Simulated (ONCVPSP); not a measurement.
## Pseudopotential generation for manganese (Mn): ONCV, PBE, scalar-relativistic.

The input file (ONCVPSP 4.0.1):

```
# ATOM AND REFERENCE CONFIGURATION
# atsym  z   nc   nv     iexc    psfile
  Mn 25.00    5    2        4      upf
#
#   n    l    f
    1    0    2.00
    2    0    2.00
    2    1    6.00
    3    0    2.00
    3    1    6.00
    3    2    5.00
    4    0    2.00
#
# PSEUDOPOTENTIAL AND OPTIMIZATION
# lmax
    2
#
#   l,   rc,      ep,       ncon, nbas, qcut
    0    2.65    0.00    5    8    2.30
    1    2.65    0.05    4    8    3.00
    2    0.90    0.00    3    8    9.90
#
# LOCAL POTENTIAL
# lloc, lpopt,  rc(5),   dvloc0
    4    3    0.85    3.00
#
# VANDERBILT-KLEINMAN-BYLANDER PROJECTORs
# l, nproj, debl
    0    2    1.90
    1    1    0.80
    2    1    0.40
#
# MODEL CORE CHARGE
# icmod, fcfact, rcfact
    2    0.30    1.15
#
# LOG DERIVATIVE ANALYSIS
# epsh1, epsh2, depsh
   -2.00    5.00    0.02
#
# OUTPUT GRID
# rlmax, drl
    6.00    0.01
#
# TEST CONFIGURATIONS
# ncnf
    4
# nvcnf
#   n    l    f
    2
    3    2    5.00
    4    0    1.00
#
    2
    3    2    5.00
    4    0    0.00
#
    2
    3    2    4.00
    4    0    0.00
#
    2
    3    2    4.00
    4    0    2.00
#
```

Command:

```bash
oncvpsp.x < Mn.dat > Mn.out
```

Output (shortened: citation, most of the input echo, consistency checks and plot data are left out):

```
ONCVPSP  (Optimized Norm-Conservinng Vanderbilt PSeudopotential)
scalar-relativistic version 4.0.1

#   n    l    f        energy (Ha)
    1    0    2.00    -2.3628157E+02
    2    0    2.00    -2.7339599E+01
    2    1    6.00    -2.3159010E+01
    3    0    2.00    -3.1560113E+00
    3    1    6.00    -2.0062648E+00
    3    2    5.00    -2.4883309E-01
    4    0    2.00    -1.8768735E-01

Reference configufation results
  iterations    28
  all-electron total energy (Ha)   -1.15829576D+03

Begin loop to  construct optimized pseudo wave functions
and semi-local pseudopoentials for all angular momenta

   Wellstate for l =  0  n =  6
     eigenvalue =   1.7123
     asymptotic potential =   2.2123
     half-point radius =  4.6483

Calculating optimized projector #   1

 for l=   0

    Fraction of norm inside rc  0.406970
    Optimizing pswf for qcut=   2.30 a_B^-1,  ecut=   2.65 Ha
    Residual kinetic energy error=  4.88D-03 Ha

    Energy error per electron        Cutoff
         Ha          eV             Ha
         0.01000     0.27211        2.11
         0.00100     0.02721        7.54
         0.00010     0.00272       19.45
         0.00001     0.00027       23.40

Calculating optimized projector #   2

 for l=   0

    Fraction of norm inside rc  0.172381
    Optimizing pswf for qcut=   2.30 a_B^-1,  ecut=   2.65 Ha
    Residual kinetic energy error=  1.78D-01 Ha

    Energy error per electron        Cutoff
         Ha          eV             Ha
         0.01000     0.27211        6.72
         0.00100     0.02721       19.51
         0.00010     0.00272       25.81
         0.00001     0.00027       29.84

WARNING wellstate: moderately localized bound state found for n= 4 l=  1
WARNING scattering state with energy  0.05000000
WARNING will be used for the first projector

   Wellstate for l =  1  n =  4
     eigenvalue =   0.0500
     asymptotic potential =   0.5500
     half-point radius =  4.4885

Calculating optimized projector #   1

 for l=   1

    Fraction of norm inside rc  0.369393
    Optimizing pswf for qcut=   3.00 a_B^-1,  ecut=   4.49 Ha
    Residual kinetic energy error=  1.44D-04 Ha

    Energy error per electron        Cutoff
         Ha          eV             Ha
         0.01000     0.27211        0.99
         0.00100     0.02721        2.94
         0.00010     0.00272        5.38
         0.00001     0.00027       23.15

Calculating optimized projector #   1

 for l=   2

    Fraction of norm inside rc  0.398522
    Optimizing pswf for qcut=   9.91 a_B^-1,  ecut=  49.06 Ha
    Residual kinetic energy error=  1.98D-02 Ha

    Energy error per electron        Cutoff
         Ha          eV             Ha
         0.01000     0.27211       60.29
         0.00100     0.02721      305.70
         0.00010     0.00272      536.23

Construct Vanderbilt / Kleinmman-Bylander projectors

B matrix Hermiticity error, ll=   0
   1   2   -6.5555E-05

  Orthonormal projector coefficients  7.9065E+00  8.1252E-01

Model core correction analysis
  based on d2Exc/dn_idn_j

d2excae - all-electron derivatives

   -2.495667D-02   -7.567417D-03
   -7.565503D-03   -3.080628D-02

d2excps - pseudofunction derivatives with no core correction

   -5.220210D-02   -8.710908D-03
   -8.708281D-03   -3.199089D-02

rms 2nd derivative error    1.365953E-02

amplitude prefactor, scale prefactor
    5.2977    1.2860

d2excps - pseudofunction derivatives with core correction

   -3.971991D-02   -7.886951D-03
   -7.885132D-03   -3.113420D-02

rms 2nd derivative error    7.386900E-03

Pseudoatom total energy  -14.834952

Diagnostic tests using Vanderbilt-Kleinman-Bylander pseudopotentials
  1 or more projectors used as specified by nproj input data

   l    rcore       rmatch      e in        delta e   norm test  slope test

   0   2.6561217   2.7367673  -0.1876873  -0.0000004   1.0000201   1.0000300
   0   2.6561217   2.7367673   1.7123126   0.0000147   1.0001013   1.0001013

   1   2.6561217   2.7367673   0.0500000   0.0000007   1.0000003   1.0000003

   2   0.9049226   0.9323980  -0.2488331  -0.0006555   0.9996744   0.9966074

 Testing for bound ghosts
   n   l    E NL Schr. Eq   E Basis Diag.   E Cutoff

       0                       -1.134889     36.97  WARNING - GHOST(-)
   1   0       -0.187688       -0.185739     36.97

       1                       -0.324038     31.26  WARNING - GHOST(-)
   2   1       -0.050167       -0.035291     31.26

   3   2       -0.249489       -0.185544    314.09

 Testing for highly-localized positive-energy ghosts
       l    <radius>/rc     E Basis Diag.   E Cutoff

Test configuration 0

   n   l     f        eae           eps        diff
   1   0  2.0000 -236.28156533
   2   0  2.0000  -27.33959878
   2   1  6.0000  -23.15901013
   3   0  2.0000   -3.15601129
   3   1  6.0000   -2.00626481
   3   2  5.0000   -0.24883309   -0.24948863   -6.56D-04
   4   0  2.0000   -0.18768735   -0.18768778   -4.29D-07

    Total energies and differences
      AE_ref= -1.15829576D+03  AE_tst= -1.15829576D+03  dif=  0.00D+00
      PS_ref= -1.48349518D+01  PS_tst= -1.48349518D+01  dif= -5.33D-15
      PSP excitation error=  5.33D-15

Test configuration 1

   n   l     f        eae           eps        diff
   1   0  2.0000 -236.58646210
   2   0  2.0000  -27.63769634
   2   1  6.0000  -23.45768062
   3   0  2.0000   -3.45823770
   3   1  6.0000   -2.30896586
   3   2  5.0000   -0.54785911   -0.54664532    1.21D-03
   4   0  1.0000   -0.43650685   -0.43689310   -3.86D-04

    Total energies and differences
      AE_ref= -1.15829576D+03  AE_tst= -1.15798646D+03  dif=  3.09D-01
      PS_ref= -1.48349518D+01  PS_tst= -1.45254483D+01  dif=  3.10D-01
      PSP excitation error= -2.07D-04

Test configuration 2

   n   l     f        eae           eps        diff
   1   0  2.0000 -236.94529016
   2   0  2.0000  -27.98656573
   2   1  6.0000  -23.80738106
   3   0  2.0000   -3.81096504
   3   1  6.0000   -2.66172490
   3   2  5.0000   -0.89366356   -0.89028427    3.38D-03

    Total energies and differences
      AE_ref= -1.15829576D+03  AE_tst= -1.15741322D+03  dif=  8.83D-01
      PS_ref= -1.48349518D+01  PS_tst= -1.39514331D+01  dif=  8.84D-01
      PSP excitation error= -9.78D-04

Test configuration 3

   n   l     f        eae           eps        diff
   1   0  2.0000 -237.63747944
   2   0  2.0000  -28.70325357
   2   1  6.0000  -24.52193477
   3   0  2.0000   -4.47717876
   3   1  6.0000   -3.31818261
   3   2  4.0000   -1.51418555   -1.53215902   -1.80D-02

    Total energies and differences
      AE_ref= -1.15829576D+03  AE_tst= -1.15621816D+03  dif=  2.08D+00
      PS_ref= -1.48349518D+01  PS_tst= -1.27507810D+01  dif=  2.08D+00
      PSP excitation error= -6.57D-03

Test configuration 4

   n   l     f        eae           eps        diff
   1   0  2.0000 -236.82735442
   2   0  2.0000  -27.91179191
   2   1  6.0000  -23.72886027
   3   0  2.0000   -3.69025816
   3   1  6.0000   -2.53286397
   3   2  4.0000   -0.74317337   -0.76187520   -1.87D-02
   4   0  2.0000   -0.49832095   -0.49689469    1.43D-03

    Total energies and differences
      AE_ref= -1.15829576D+03  AE_tst= -1.15781114D+03  dif=  4.85D-01
      PS_ref= -1.48349518D+01  PS_tst= -1.43421586D+01  dif=  4.93D-01
      PSP excitation error= -8.17D-03
```

Note: ghosts flagged at negative energy: s at -30.9 eV, p at -8.8 eV; no localised positive-energy state flagged. A true bound ghost makes a file unfit for plane-wave use.

The run took about 2.4 s on one core of a shared server CPU.
